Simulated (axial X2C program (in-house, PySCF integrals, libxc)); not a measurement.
The numbers below are computed, except where a source is named.
CdS⁺: input and output of an EOM-IP-CCSD run

Program: an in-house all-electron X2C program for linear molecules (integrals from PySCF).

Input and command:
```json
{"zs": [48, 16], "q": 1, "bas": ["dyall-cv3z", "dyall-av3z"], "r0": 2.38, "eom": "ip", "rq": 0, "thr": -2.0, "nmax": 95, "grid": [1, 0.96, 1.045, 0.92, 1.09, 1.15]}
```
```bash
python soeom.py task.json out
```

Keys: zs atomic numbers; q charge; bas basis sets; r0 starting distance in Å; eom kind of EOM run; rq charge at which the geometry is sought; thr threshold in hartree for freezing inner shells (an s shell follows its p shell); nmax most natural virtual spinors; grid distances as factors.

Output at R = 2.244 Å (near the PBE0 minimum at charge 0 of the determinant lowest at the starting distance; the state shown can have its own minimum elsewhere), reference CdS:

```
two-component X2C + atomic mean field  HF
basis functions 212  fitting functions 967  grid points 5083
iter        total energy     max residual
   1      -5987.536561816     5.04e-01
   2      -5987.565661216     8.11e-03
   3      -5987.566493808     1.12e-02
   4      -5987.566604904     2.76e-03
   5      -5987.566637141     4.31e-04
   6      -5987.566648573     9.84e-04
   7      -5987.566653550     5.07e-04
   8      -5987.566655545     1.47e-04
   9      -5987.566656852     2.93e-04
  10      -5987.566657925     2.65e-04
  11      -5987.566658306     8.38e-05
  12      -5987.566658385     2.41e-05
  13      -5987.566658393     1.45e-05
  14      -5987.566658394     3.44e-06
  15      -5987.566658394     3.26e-07
converged
one-electron -8612.22635630  Coulomb 2625.13728962  exact exchange -178.48060402  xc functional 0.00000000  nuclear repulsion 181.10877807  atomic mean-field constant -3.10576575
correlated 18  virtual 274  natural virtual 84  E(MP2) -0.648805141  MP2 remainder -0.084874100
iter   CCSD correlation   residual
   1     -0.529924938   1.75e-01
   2     -0.542656394   8.46e-02
   3     -0.547207140   3.16e-02
   4     -0.546972949   1.14e-02
   5     -0.547031989   4.36e-03
   6     -0.547064419   1.71e-03
   7     -0.547058589   9.50e-04
   8     -0.547070328   5.65e-04
   9     -0.547064472   4.54e-04
  10     -0.547066811   3.65e-04
  11     -0.547063246   2.23e-04
  12     -0.547065850   7.33e-05
  13     -0.547065650   2.81e-05
  14     -0.547066033   1.18e-05
  15     -0.547066045   3.46e-06
(T) -0.019739877  T1 0.0302  D1 0.0789  max T2 0.137
EOM-IP-CCSD roots
2*Omega      energy/Eh   energy/eV  one-particle weight
    1       0.30060458      8.1799      0.923
    1       0.38522040     10.4824      0.944
    1       0.53226307     14.4836      0.000
    1       0.53293332     14.5019      0.000
    3       0.29833528      8.1181      0.923
    3       0.53163227     14.4665      0.000
    3       0.54665942     14.8754      0.000
    5       0.53103973     14.4503      0.000
```
T1 in the output is the amplitude norm over the root of the electron number; divide by √2 for the Lee–Taylor value.

Reference electrons by ω block (each with its −ω partner): 1/2: 21, 3/2: 9, 5/2: 2. Root energies count from the CCSD energy of the reference. The reference need not be the lowest state of its species. All roots sought are printed; those with a small one-particle weight need a further excitation, are placed far too high, and may in truth lie low or lowest. Inner shells are frozen, and levels at this size can be off by some tenths of an eV.
